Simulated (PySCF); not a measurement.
Vertical excitations of a molecule C₄H₇BO from TDA-PBE/def2-SVPD (PySCF), as energy in eV (oscillator strength): 5.18 (0.069), 5.53 (0.000), 6.17 (0.001), 6.42 (0.012), 6.85 (0.003), 7.06 (0.036), 7.11 (0.084), 7.30 (0.000), 7.33 (0.000), 7.44 (0.007). Lowest triplet (TDA): 3.95 eV. Geometry optimised at PBE0-D3(BJ)/def2-SVP. Other conformers were not sampled.

Question: Which structure fits?
A. C=C1CB(C)O1
B. O=CB1CCC1
C. CB1CC=CO1
D. CB1OC=C1C

Answer: C, CB1CC=CO1
